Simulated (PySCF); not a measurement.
BrH6SbSi2, SMILES [SiH3][Sb]([SiH3])[Br].

Coordinates come from a B3LYP-D3(BJ)/def2-SVP optimisation. The def2 effective core potentials stand for the cores of Sb; spin–orbit coupling is left out.

Calculation: PySCF with PBE/def2-TZVP.

Symmetry labels are those of the subgroup Cs that the program uses (full group Cs).

Computed valence orbital energies around the gap with their symmetry:
| orbital | symmetry | energy (eV) |
|---|---|---|
| HOMO−7 | A' | -9.01 |
| HOMO−6 | A" | -8.78 |
| HOMO−5 | A" | -8.61 |
| HOMO−4 | A' | -8.24 |
| HOMO−3 | A" | -7.63 |
| HOMO−2 | A' | -7.38 |
| HOMO−1 | A" | -6.49 |
| HOMO | A' | -6.14 |
| LUMO | A' | -3.02 |
| LUMO+1 | A" | -1.60 |
| LUMO+2 | A' | -1.38 |
| LUMO+3 | A' | -0.70 |
